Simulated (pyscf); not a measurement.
## HN=Ta(Cl)(Cl)–Cl, singlet

Gas-phase minimum from PySCF at ωB97X-D3(BJ)/def2-SVP, one conformer. 

```xyz
6

N     -0.0562     0.8614    -0.1511
Ta    -1.3175    -0.3279    -0.0107
Cl    -0.5838    -2.2249    -1.0790
Cl    -3.1882     0.5452    -1.0182
Cl    -1.6581    -0.6937     2.2313
H      0.6789     1.5551    -0.2335
```

Bond lengths (Å): N1–Ta2 1.739, N1–H6 1.014, Ta2–Cl3 2.297, Ta2–Cl4 2.297, Ta2–Cl5 2.297. Angles (°): Ta2–N1–H6 180.0, N1–Ta2–Cl3 107.2, N1–Ta2–Cl4 107.2, N1–Ta2–Cl5 107.2, Cl3–Ta2–Cl4 111.7, Cl3–Ta2–Cl5 111.7, Cl4–Ta2–Cl5 111.6.

Properties at ωB97X-D3(BJ)/def2-SVP:

* **Harmonic wavenumbers, unscaled**: 99, 99, 121, 210, 210, 402, 419, 419, 604, 604, 1060, 3696 cm⁻¹
* **Zero-point energy**: 11.4 kcal/mol
* **Rotational symmetry number**: 3
* **Entropy of this conformer at 298 K and 1 atm, rigid rotor and harmonic oscillator, modes under 100 cm⁻¹ raised to 100**: 368.3 J/(mol K)
* **Dipole moment**: 1.39 D

Single-point totals, which compare only within one level:

```tsv
level	total energy (hartree)
ωB97X-D3(BJ)/def2-TZVP	-1493.35834
PBE/def2-TZVP	-1492.70261
r²SCAN/def2-TZVP	-1493.20826
B3LYP-D3(BJ)/def2-TZVP	-1493.36702
PBE0-D3(BJ)/def2-TZVP	-1492.76794
M06-2X/def2-TZVP	-1493.11340
ωB97M-D3(BJ)/def2-TZVP	-1493.40977
```

Elements past Kr carry the def2 core potentials, without spin-orbit coupling.
